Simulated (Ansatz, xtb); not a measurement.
## A geometry optimisation of C4H7AlO with r2SCAN-D4/def2-SVP

The starting geometry of this gas-phase singlet was built from a drawn formula by distance geometry and a force field; its bonds are those of `C#[C][Al]([CH3])[CH2]O`.

```
atom    x (Å)    y (Å)    z (Å)
   C  -2.8943  -0.5317   1.0220
   C  -1.6786  -0.4435   0.9884
   C   1.0745   1.5784   0.5378
   C   1.4553  -1.7802   1.2772
  Al   0.2469  -0.2275   0.9134
   O   2.7835  -1.4278   1.1173
   H  -3.8935  -0.6180   1.0466
   H   1.7101   1.8878   1.4180
   H   0.2818   2.3209   0.3978
   H   1.6877   1.4890  -0.4240
   H   1.2194  -2.5612   0.4812
   H   1.2552  -2.2064   2.2864
   H   3.0067  -0.9279   1.9712
```

Task: Predict what it relaxes into with r2SCAN-D4/def2-SVP.

Result: It keeps its bonds, and is `C#[C][Al]([CH3])[CH2]O`.

The energy falls by 0.42 eV over 24 steps:

```
step  E − E(last) (eV)
   1             0.418
   4             0.013
   6             0.007
   9             0.004
  11             0.002
  14             0.002
  16             0.001
  19             0.001
  21             0.000
  24             0.000
```

Final geometry (Å):

```xyz
13

C    -2.8691   -0.5516    1.0095
C    -1.6525   -0.3949    0.9890
C     1.0715    1.5514    0.6210
C     1.3996   -1.7648    1.3149
Al    0.2566   -0.1868    0.9647
O     2.7608   -1.5533    0.9017
H    -3.9370   -0.6868    1.0264
H     1.2541    2.0869    1.5713
H     0.4363    2.2122    0.0093
H     2.0499    1.4559    0.1207
H     1.0221   -2.6020    0.6969
H     1.3411   -2.1645    2.3522
H     3.1212   -0.8498    1.4558
```

From the same start GFN2-xTB ends elsewhere, differing in Al5–O6 (1.87 against 2.85 Å here).

The end wasn't checked by frequencies. Run with Ansatz 0.2.0, 96 s on 2 threads of Arm Neoverse V2 (shared host).
